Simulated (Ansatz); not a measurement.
Mulliken charges of Cl2FHNNb (`[NH]=[Nb]([F])([Cl])[Cl]`) from ωB97M-V/def2-TZVPP in Ansatz (PBE0-D4/def2-TZVP geometry).

| atom | x (Å) | y (Å) | z (Å) | charge (e) |
| --- | --- | --- | --- | --- |
| N1 | -0.524 | 0.526 | 1.052 | -0.553 |
| Nb2 | 0.239 | -0.227 | -0.299 | 1.308 |
| F3 | 1.627 | -1.274 | 0.357 | -0.366 |
| Cl4 | -1.348 | -1.496 | -1.348 | -0.268 |
| Cl5 | 1.014 | 1.443 | -1.655 | -0.268 |
| H6 | -0.965 | 0.964 | 1.848 | 0.148 |

**Question.** By hand: the dipole of these point charges (1 e Å = 4.8032 D).

**Answer.** Σ q r = (-0.046, 0.035, -0.025) e Å, of length 0.063 e Å = 0.30 D.

**Question.** How does the dipole of the full density compare? (Estimate.)

**Answer.** Ansatz gave: (-0.132, 0.132, 0.249) e Å, 1.49 D; the point charges give 0.20 times that, at 77° from its direction.

Point charges leave out the atoms' own dipoles, such as those of lone pairs, and Mulliken's split depends on the basis, so the two needn't agree.
